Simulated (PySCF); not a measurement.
Molecule: `[H]/N=C\C#CB(F)F`, C3H2BF2N.

Mapped SMILES: `[H]/[N:1]=[CH:2]\[C:3]#[C:4][B:5]([F:6])[F:7]`. Hydrogens are named by the atom that carries them.

Geometry PBE0-D3(BJ)/def2-SVP throughout; GIAO in PySCF 2.14.0 with density-fitted response routines, gas phase, one conformer, non-relativistic; equivalent atoms averaged; functional PBE0.

For orientation, aug-cc-pVDZ gives these shifts δ (against NH3, TMS, BF3·OEt2, CFCl3 at the same level): N1 362.3, C2 150.8, C4 84.2, C3 96.6, B5 12.4, F6/F7 -67.6, H(N1) 11.23, H(C2) 8.04 ppm.

A run gave: N1 392.6, C2 161.0, C4 92.4, C3 105.9, B5 16.5, F6/F7 -72.0, H(N1) 11.17, H(C2) 7.96 ppm (shifts δ (against NH3, TMS, BF3·OEt2, CFCl3 at the same level)).

**Question.** Which basis set was used in that run?
A. def2-SVP
B. STO-3G
C. 6-311+G(2d,p)
D. IGLO-III
E. pcSseg-0

**Answer.** D. C2 tells them apart best: IGLO-III gives 161.0, pcSseg-0 gives 165.9, def2-SVP gives 148.5, 6-311+G(2d,p) gives 156.2, STO-3G gives 119.2 ppm.
